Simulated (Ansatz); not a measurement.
Reaction (cleavage of the Si–Si bond): `[AlH2][SiH]([SiH3])O[SiH3]` + `[SiH3]P` → `[SiH3]P[SiH3]` + `[AlH2][SiH2]O[SiH3]`

Computed with Ansatz on PBE0-D4/def2-TZVP structures; ΔE is electronic, products minus reactants. CBS: MP2 limit from def2 TZ/QZ plus the TZ coupled-cluster correction, frozen cores. This one scheme is used for every species. Functionals use def2-TZVPP. One conformer a species, not always the lowest.

| level | ΔE (kJ/mol) |
| --- | --- |
| PBE0 | -20.7 |
| HF/def2-QZVPP | -29.7 |

(1) What does CCSD(T)/CBS give? (An estimate is asked.)

Largest T1 diagnostic among the species: 0.013.

## Answers

(1) The calculation gave: -25.2 kJ/mol. The listed levels differ from it by 4.5, -4.5 kJ/mol.

From PBE to PBE0 (25 % exact exchange), in def2-TZVPP and without D4, ΔE moves by −3.7 kJ/mol.
